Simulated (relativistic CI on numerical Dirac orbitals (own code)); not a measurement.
## The 9-electron sequence from Cu20+ to Cd39+

Calculated at this level of theory: Dirac-Coulomb-Breit CI, separate exchange-only KLI orbitals for each configuration, QED by a radiative potential, unscaled Slater integrals (own radial code, finite nucleus).

CI space (outside the closed core 1s2): 2s2 2p5, 2s 2p6, 2s2 2p4 3s, 2p6 3s, 2s2 2p4 3p, 2p6 3p, 2p6 3d. Levels of other configurations are missing.

Energies above each ion's lowest level, in eV. Levels are followed by their leading LS label, which can pass from one level to another where the coupling changes.

| Ion | 2s2 2p5 2P°_3/2 | 2s2 2p5 2P°_1/2 | 2s 2p6 2S_1/2 | 2s2 2p4 3s 4P_5/2 | 2s2 2p4 3s 2P_3/2 | 2s2 2p4 3p 4P°_3/2 | 2s2 2p4 3p 2D°_5/2 |
| --- | --- | --- | --- | --- | --- | --- | --- |
| Cu20+ | 0 | 20.921 | 160.36 | 1016.7 | 1020.8 | 1052.9 | 1058.8 |
| Zn21+ | 0 | 24.397 | 169.89 | 1106.1 | 1110.2 | 1144 | 1150.7 |
| Ga22+ | 0 | 28.293 | 179.87 | 1199.1 | 1203.4 | 1238.8 | 1246.4 |
| Ge23+ | 0 | 32.645 | 190.35 | 1295.7 | 1300.2 | 1337.2 | 1345.9 |
| As24+ | 0 | 37.487 | 201.36 | 1396 | 1400.6 | 1439.3 | 1449.2 |
| Se25+ | 0 | 42.858 | 212.95 | 1499.9 | 1504.6 | 1545.1 | 1556.3 |
| Br26+ | 0 | 48.796 | 225.15 | 1607.4 | 1612.3 | 1654.4 | 1667.2 |
| Kr27+ | 0 | 55.342 | 238 | 1718.5 | 1723.5 | 1767.4 | 1781.9 |
| Rb28+ | 0 | 62.538 | 251.55 | 1833.3 | 1838.4 | 1884 | 1900.4 |
| Sr29+ | 0 | 70.429 | 265.85 | 1951.6 | 1956.8 | 2004.2 | 2022.7 |
| Zr31+ | 0 | 88.48 | 296.87 | 2198.9 | 2204.4 | 2255.3 | 2257.2 |
| Nb32+ | 0 | 98.738 | 313.7 | 2327.8 | 2333.5 | 2386.2 | 2388.1 |
| Mo33+ | 0 | 109.89 | 331.48 | 2460.4 | 2466.2 | 2520.7 | 2522.7 |
| Tc34+ | 0 | 121.98 | 350.27 | 2596.4 | 2602.4 | 2658.7 | 2660.7 |
| Ru35+ | 0 | 135.08 | 370.12 | 2735.9 | 2742 | 2800.2 | 2802.3 |
| Rh36+ | 0 | 149.23 | 391.1 | 2879 | 2885.2 | 2945.3 | 2947.3 |
| Pd37+ | 0 | 164.51 | 413.26 | 3025.5 | 3031.9 | 3093.8 | 3095.9 |
| Ag38+ | 0 | 180.97 | 436.69 | 3175.4 | 3182 | 3245.8 | 3247.9 |
| Cd39+ | 0 | 198.68 | 461.43 | 3328.9 | 3335.6 | 3401.3 | 3403.5 |

The lowest level keeps the configuration 2s2 2p5 and J = 3/2 throughout.

Between Z = 45 and 48 the energy of 2s2 2p5 2P°_1/2 follows a local power law Z^4.4. For orientation: electrostatic splittings inside a shell grow about linearly with the screened charge, excitations that change n as its square, and fine structure as its fourth power; written in Z itself the exponents are larger, since the screened charge grows faster in proportion.
